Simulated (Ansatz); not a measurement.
`[F][GeH]([F])[GeH3]` + `N[SiH](O)F` → `O[SiH](F)[NH][GeH3]` + `[F][GeH2][F]`  (cleavage of the Ge–Ge bond)

Calculated with Ansatz (gas phase, PBE0-D4/def2-TZVP geometries, no zero-point term in ΔE). CBS: MP2 limit from def2 TZ/QZ plus the TZ coupled-cluster correction, frozen cores. This one scheme is used for every species. DFT in def2-TZVPP. B3LYP here is the variant with VWN-RPA as its local correlation; programs differ in this. For Ge outer-core shells are correlated without core-valence functions, which leaves a few kJ/mol of doubt a bond. Scalar relativity is left out up to krypton. One conformer a species, not always the lowest.

```json
{"level": "LDA (SPW92)", "ΔE (kJ/mol)": "36.8", "difference from CCSD(T)/CBS": "15.6"}
{"level": "B97M-V", "ΔE (kJ/mol)": "19.4", "difference from CCSD(T)/CBS": "-1.8"}
{"level": "BHLYP-D4", "ΔE (kJ/mol)": "20.3", "difference from CCSD(T)/CBS": "-0.9"}
{"level": "ωB97X-V", "ΔE (kJ/mol)": "20.4", "difference from CCSD(T)/CBS": "-0.8"}
{"level": "BLYP", "ΔE (kJ/mol)": "36.7", "difference from CCSD(T)/CBS": "15.5"}
{"level": "r2SCAN", "ΔE (kJ/mol)": "29.4", "difference from CCSD(T)/CBS": "8.2"}
{"level": "B3LYP", "ΔE (kJ/mol)": "31.6", "difference from CCSD(T)/CBS": "10.4"}
{"level": "r2SCANh", "ΔE (kJ/mol)": "28.5", "difference from CCSD(T)/CBS": "7.3"}
{"level": "CAM-B3LYP", "ΔE (kJ/mol)": "24.9", "difference from CCSD(T)/CBS": "3.7"}
{"level": "LC-ωPBE", "ΔE (kJ/mol)": "24.4", "difference from CCSD(T)/CBS": "3.2"}
{"level": "HF/def2-SVP", "ΔE (kJ/mol)": "2.7", "difference from CCSD(T)/CBS": "-18.5"}
{"level": "CCSD/def2-SVP", "ΔE (kJ/mol)": "4.7", "difference from CCSD(T)/CBS": "-16.5"}
{"level": "SCS-MP2/def2-TZVPP", "ΔE (kJ/mol)": "9.4", "difference from CCSD(T)/CBS": "-11.8"}
{"level": "CCSD(T)/def2-TZVPP", "ΔE (kJ/mol)": "15.7", "difference from CCSD(T)/CBS": "-5.5"}
{"level": "MP2/def2-QZVPP", "ΔE (kJ/mol)": "15.6", "difference from CCSD(T)/CBS": "-5.6"}
{"level": "SCS-MP2/def2-QZVPP", "ΔE (kJ/mol)": "11.9", "difference from CCSD(T)/CBS": "-9.3"}
{"level": "CCSD(T)/CBS", "ΔE (kJ/mol)": "21.2", "difference from CCSD(T)/CBS": "0"}
```

(1) What do rigid-rotor, harmonic-oscillator terms from PBE0-D4/def2-TZVP frequencies (298.15 K, 1 bar) make of the CCSD(T)/CBS value? (Best estimate.)

Largest T1 diagnostic among the species: 0.012.

Results:

(1) Computed: ΔZPE = -5.3 kJ/mol, ΔH = +14.6 kJ/mol, ΔS = -2 J/(mol·K), ΔG = +15.3 kJ/mol. Modes under 50 cm⁻¹ make the entropy rough.

Leaving LDA and LC-ωPBE aside and taking each functional with its dispersion term where it has one, the values, not all of them listed here, spread over 17.3 kJ/mol, from B97M-V to PBE-D4. The D4 term adds −4.2 kJ/mol with B3LYP and −2.4 kJ/mol with PBE0; it sums over pairs of atoms, weighted by their polarisabilities, and B3LYP, whose exchange is more repulsive, gets the larger term.
